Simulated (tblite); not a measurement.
Input of a run (GFN2-xTB geometry optimisation, gas phase (tblite 0.8.0)), started from a force field or distance geometry:
```
{"job": {"kind": "relax", "xc": "GFN2-xTB", "basis": "xTB"}, "charge": 0, "multiplicity": 1}
C      3.298100     0.719300    -0.718100
C      2.411600     0.631000     0.284600
C      1.346700    -0.409600     0.396800
O      0.102200     0.298400     0.495300
Si    -1.306000    -0.605400     0.630400
Si    -3.146800     0.795500     0.753000
C     -1.631900    -1.731700    -0.843300
N     -1.808700    -2.440400    -1.736100
H      4.050700     1.498300    -0.723500
H      3.264400     0.036700    -1.555400
H      2.473800     1.339300     1.110400
H      1.335600    -1.059800    -0.488600
H      1.508900    -1.014500     1.298400
H     -1.203500    -1.403900     1.874600
H     -3.288300     1.634000    -0.470300
H     -3.024200     1.715100     1.935000
H     -4.389600     0.009800     0.940100
```

Output (eV, eV/Å):
```
step      E/eV     max force
  0    -640.56072    1.842
  1    -640.63397    2.487
  2    -640.67436    2.275
  3    -640.71379    1.129
  4    -640.73602    0.470
  5    -640.74789    0.281
  6    -640.75985    0.337
  7    -640.76893    0.291
  8    -640.77853    0.271
  9    -640.78570    0.204
 10    -640.79098    0.160
 11    -640.79430    0.115
 12    -640.79656    0.106
 13    -640.79852    0.126
 14    -640.80069    0.125
 15    -640.80290    0.134
 16    -640.80478    0.137
 17    -640.80631    0.115
 18    -640.80777    0.109
 19    -640.80928    0.106
 20    -640.81069    0.091
 21    -640.81204    0.088
 22    -640.81358    0.109
 23    -640.81553    0.116
 24    -640.81762    0.150
 25    -640.81935    0.131
 26    -640.82090    0.107
 27    -640.82280    0.140
 28    -640.82532    0.170
 29    -640.82820    0.156
 30    -640.83066    0.094
 31    -640.83221    0.084
 32    -640.83341    0.085
 33    -640.83492    0.115
 34    -640.83644    0.097
 35    -640.83762    0.077
 36    -640.83863    0.074
 37    -640.83971    0.102
 38    -640.84092    0.104
 39    -640.84204    0.061
 40    -640.84274    0.046
 41    -640.84315    0.041
 42    -640.84348    0.054
 43    -640.84382    0.049
 44    -640.84412    0.034
 45    -640.84433    0.036
 46    -640.84448    0.031
 47    -640.84466    0.033
 48    -640.84487    0.028
 49    -640.84504    0.034
 50    -640.84517    0.032
 51    -640.84529    0.025
 52    -640.84542    0.020
 53    -640.84554    0.023
 54    -640.84562    0.020
 55    -640.84569    0.020
 56    -640.84577    0.023
 57    -640.84592    0.033
 58    -640.84611    0.034
 59    -640.84627    0.023
 60    -640.84635    0.021
 61    -640.84640    0.019
 62    -640.84644    0.020
 63    -640.84649    0.023
 64    -640.84654    0.021
 65    -640.84660    0.021
 66    -640.84669    0.025
 67    -640.84681    0.027
 68    -640.84696    0.026
 69    -640.84709    0.027
 70    -640.84719    0.025
 71    -640.84727    0.021
 72    -640.84734    0.017
 73    -640.84740    0.018
 74    -640.84746    0.018
 75    -640.84753    0.024
 76    -640.84760    0.022
 77    -640.84766    0.016
 78    -640.84771    0.014
 79    -640.84775    0.013
 80    -640.84778    0.012
 81    -640.84782    0.014
 82    -640.84785    0.015
 83    -640.84789    0.012
 84    -640.84792    0.012
 85    -640.84795    0.012
 86    -640.84796    0.009
```

**Question.** Summarise the run.

**Answer.** The energy falls by 6.6 kcal/mol over 86 L-BFGS steps, the largest force on an atom goes from 1.84 to 0.009 eV/Å, and the atoms move by 0.253 Å rms after alignment. The bond that changes most is O4–Si5 (silyl ether oxygen to oxygen-bound silicon), which shortens by 0.059 Å. Bonds longer at the end by more than 0.005 Å: 0 of 16; shorter: 11. Among the angles that change most is C3–O4–Si5, from 117.9° to 130.4°. Among the dihedrals that turn most is H11–C2–C3–H13, from -60° to -72°. The energy never rose by more than 1e-5 eV on the way. The first step brought 26 % of the lowering.

**Question.** What are the final bond lengths?

**Answer.** C1=C2 1.319 Å, C2–C3 1.496 Å, C3–O4 1.405 Å, O4–Si5 1.619 Å, Si5–Si6 2.298 Å, Si5–C7 1.881 Å, C7≡N8 1.147 Å, C1–H9 1.076 Å, C1–H10 1.077 Å, C2–H11 1.081 Å, C3–H12 1.096 Å, C3–H13 1.099 Å, Si5–H14 1.476 Å, Si6–H15 1.465 Å, Si6–H16 1.466 Å, Si6–H17 1.465 Å. Numbering counts from 1 in the input's order; the species is `[SiH3][Si@@H](C#N)OCC=C`.

Its GFN2-xTB frequencies are all real (lowest 20 cm⁻¹). The numbers are those of one conformer. 3 starts were optimised and ended at 0.00, 0.05 and 1.35 kcal/mol (GFN2-xTB); the lowest of these is shown.

The numbers are calculated, not measured.
